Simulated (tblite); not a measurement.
Record of a relaxation.

C₆H₇BN₂.
SMILES with atom numbers: `[N:1]#[C:2][BH2-:3][n+:4]1[cH:5][cH:6][cH:7][cH:8][cH:9]1` (hydrogens: H10, H11 on B3; H12 on C5; H13 on C6; H14 on C7; H15 on C8; H16 on C9)
Bond orders are those of one Lewis drawing.

Computed with GFN2-xTB (tblite), gas phase: L-BFGS steps from a force-field or distance-geometry start until the largest atomic force falls under 0.01 eV/Å. 5 of its 51 geometries are shown.

Step 0: E = -638.0328 eV, largest atomic force 3.674 eV/Å
```
atom  x, y, z in Å  |  force x, y, z in eV/Å
N1     -3.142   -1.526    1.418    1.298   2.114  -1.979
C2     -2.646   -0.748    0.689   -1.289  -2.500   2.364
B3     -1.972    0.249   -0.254   -0.496   0.647  -0.745
N4     -0.446    0.131   -0.172    0.346   0.868   0.693
C5      0.175   -1.013   -0.524    0.045   1.858   0.571
C6      1.543   -1.056   -0.423    0.507  -0.717  -0.130
C7      2.308    0.007    0.043   -0.905   0.128  -0.009
C8      1.635    1.170    0.424    0.202  -0.377  -0.182
C9      0.251    1.199    0.306    0.402  -0.925  -0.328
H10    -2.344    1.369   -0.060    0.149   0.024   0.349
H11    -2.288   -0.011   -1.370   -0.017  -0.336  -0.293
H12    -0.429   -1.818   -0.887   -0.165  -0.120  -0.025
H13     2.024   -1.976   -0.712    0.195  -0.077  -0.030
H14     3.366   -0.106    0.101    0.390   0.128   0.068
H15     2.201    2.023    0.793   -0.312  -0.184  -0.074
H16    -0.244    2.116    0.614   -0.350  -0.531  -0.249
```

Step 12: E = -638.2752 eV, largest atomic force 0.073 eV/Å
```
atom  x, y, z in Å  |  force x, y, z in eV/Å
N1     -3.114   -1.511    1.407    0.011  -0.049   0.051
C2     -2.624   -0.756    0.695    0.063   0.017  -0.033
B3     -2.004    0.273   -0.292   -0.004  -0.013   0.001
N4     -0.449    0.168   -0.149    0.007  -0.012  -0.016
C5      0.182   -0.953   -0.502   -0.007   0.001   0.009
C6      1.555   -1.083   -0.421   -0.016  -0.023  -0.014
C7      2.311   -0.013    0.043   -0.040  -0.029  -0.004
C8      1.643    1.142    0.418    0.014  -0.016  -0.014
C9      0.267    1.190    0.309   -0.003  -0.031  -0.002
H10    -2.348    1.377   -0.013   -0.014   0.031  -0.004
H11    -2.285   -0.050   -1.406    0.009   0.007  -0.042
H12    -0.443   -1.758   -0.860    0.014   0.023   0.013
H13     2.025   -2.006   -0.724   -0.027   0.036   0.022
H14     3.386   -0.082    0.108   -0.023   0.001   0.001
H15     2.181    2.001    0.785    0.020   0.023   0.025
H16    -0.290    2.070    0.590   -0.002   0.036   0.006
```

Step 25: E = -638.2811 eV, largest atomic force 0.041 eV/Å
```
atom  x, y, z in Å  |  force x, y, z in eV/Å
N1     -2.993   -1.540    1.429    0.007  -0.002  -0.027
C2     -2.584   -0.769    0.682    0.027  -0.012   0.022
B3     -2.010    0.280   -0.314   -0.022   0.023  -0.004
N4     -0.457    0.188   -0.161   -0.012   0.005   0.000
C5      0.163   -0.942   -0.500   -0.005  -0.006  -0.007
C6      1.532   -1.087   -0.413    0.008   0.006   0.012
C7      2.295   -0.024    0.049    0.013   0.033   0.013
C8      1.640    1.138    0.424   -0.014   0.022   0.013
C9      0.264    1.203    0.305    0.006   0.011   0.001
H10    -2.374    1.377   -0.026    0.006   0.013  -0.001
H11    -2.273   -0.034   -1.435   -0.025  -0.008   0.017
H12    -0.469   -1.742   -0.850   -0.020  -0.023  -0.021
H13     1.994   -2.015   -0.704    0.006  -0.038  -0.015
H14     3.369   -0.102    0.114    0.001  -0.001   0.022
H15     2.183    1.988    0.805    0.007  -0.003  -0.012
H16    -0.286    2.091    0.583    0.017  -0.020  -0.015
```

Step 38: E = -638.2836 eV, largest atomic force 0.035 eV/Å
```
atom  x, y, z in Å  |  force x, y, z in eV/Å
N1     -2.918   -1.577    1.421   -0.012  -0.007   0.020
C2     -2.550   -0.772    0.689    0.011   0.008  -0.014
B3     -2.016    0.292   -0.313   -0.003  -0.010   0.006
N4     -0.461    0.201   -0.180    0.007  -0.014  -0.002
C5      0.156   -0.933   -0.513   -0.006  -0.009  -0.004
C6      1.522   -1.091   -0.406   -0.014  -0.008   0.000
C7      2.286   -0.032    0.068    0.005  -0.016  -0.026
C8      1.635    1.139    0.425    0.021  -0.017   0.003
C9      0.262    1.213    0.288    0.008  -0.011  -0.010
H10    -2.375    1.390   -0.025   -0.014   0.003   0.021
H11    -2.307   -0.033   -1.424    0.003   0.004  -0.012
H12    -0.479   -1.731   -0.868   -0.003   0.003  -0.015
H13     1.979   -2.026   -0.690   -0.008   0.031   0.014
H14     3.357   -0.120    0.152    0.015   0.002   0.020
H15     2.185    1.984    0.805   -0.001   0.024   0.009
H16    -0.283    2.104    0.559   -0.009   0.016  -0.011
```

Step 50: E = -638.2847 eV, largest atomic force 0.009 eV/Å
```
atom  x, y, z in Å  |  force x, y, z in eV/Å
N1     -2.895   -1.586    1.428    0.002   0.000   0.002
C2     -2.534   -0.782    0.692   -0.007  -0.005   0.000
B3     -2.019    0.292   -0.308    0.002   0.004  -0.005
N4     -0.461    0.206   -0.195   -0.002   0.007  -0.001
C5      0.154   -0.929   -0.527   -0.004   0.000   0.005
C6      1.518   -1.092   -0.403    0.001   0.003   0.000
C7      2.283   -0.038    0.080    0.003   0.005   0.001
C8      1.636    1.139    0.422   -0.002   0.004   0.001
C9      0.264    1.219    0.271    0.001   0.005   0.005
H10    -2.382    1.384    0.000    0.002  -0.002   0.002
H11    -2.320   -0.020   -1.420   -0.005   0.002  -0.002
H12    -0.481   -1.722   -0.893    0.000  -0.008   0.000
H13     1.974   -2.029   -0.680    0.004  -0.006  -0.005
H14     3.352   -0.135    0.187    0.001  -0.001   0.003
H15     2.183    1.986    0.804    0.001  -0.005  -0.004
H16    -0.280    2.115    0.530    0.001  -0.003  -0.002
```

Task: Summarise the path.

Result: The energy falls by 0.2519 eV from step 0 to step 50; nine tenths of that is first reached at step 5. It rises by more than 0.2 meV at step 1. The largest force goes from 3.674 to 0.009 eV/Å. Among the bonds N4–C9 changes most, from 1.362 to 1.329 Å; the atoms move by 0.098 Å rms after alignment.

The cost below is that of the whole relaxation. The run took 0.52 s on one thread of an Arm Neoverse N1, shared host with 64 logical CPUs at a one-minute load of 60.
